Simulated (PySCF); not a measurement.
Species: 2-bromopyrimidine, C4H3BrN2.
Z-matrix (Å and degrees, PBE0-D3(BJ)/def2-SVP geometry), rows numbered from 1:
```
Br
C   1  1.8878
N   2  1.3217  1  116.17
C   3  1.3306  2  115.92  1   179.98
C   4  1.3926  3  122.17  2    -0.01
C   5  1.3926  4  116.09  3     0.02
N   2  1.3216  1  116.10  3  -180.00
H   4  1.0957  3  116.51  2   179.99
H   5  1.0907  4  121.95  3  -179.99
H   6  1.0957  5  121.32  4   179.99
```

Lines to be assigned: C 1s: 291.17 (area 1), 292.33 (area 2), 293.53 (area 1) eV; N 1s: 405.30 eV.

The calculation used delta-SCF UKS SCAN, pcX-2 on the ionised atom, pcseg-1 elsewhere, spin-free X2C in PySCF 2.14.0. Isolated species at its PBE0-D3(BJ)/def2-SVP geometry, gas phase.

Task: Order the carbon atoms by C 1s binding energy.

Result: 291.17 eV: C5 (aromatic CH carbon); 292.33 eV: C4/C6 (aromatic CH next to a ring nitrogen); 293.53 eV: C2 (aromatic C–Br carbon). Lowest listed C 1s: C5, bonded to 2 C (aromatic in the SMILES) and H. Highest, 2.36 eV above it: C2, bonded to 2 N (aromatic in the SMILES) and Br. Summing the Pauling electronegativity differences to the bonded atoms, each weighted by its formal bond order, gives -0.35 for the lowest site and +1.88 for the highest; no listed site has a larger sum than the highest.

Bonded neighbours of each site: C2: 2 N (aromatic in the SMILES) and Br; N3/N7: 2 C (aromatic in the SMILES); C4/C6: N (aromatic in the SMILES), C (aromatic in the SMILES) and H; C5: 2 C (aromatic in the SMILES) and H.

Task: Which effective nuclear charge Zeff reproduces each element's mean 1s value in the hydrogen-like formula E = 13.606 eV × Zeff²?

Result: C (Z = 6): mean 292.3 eV, Zeff = 4.64, Z − Zeff = 1.36; N (Z = 7): mean 405.3 eV, Zeff = 5.46, Z − Zeff = 1.54. Means run over the listed sites, weighted by atom count.

Atoms equivalent by their bonding share one computed value, that of the first of them. No level of bromine is listed.
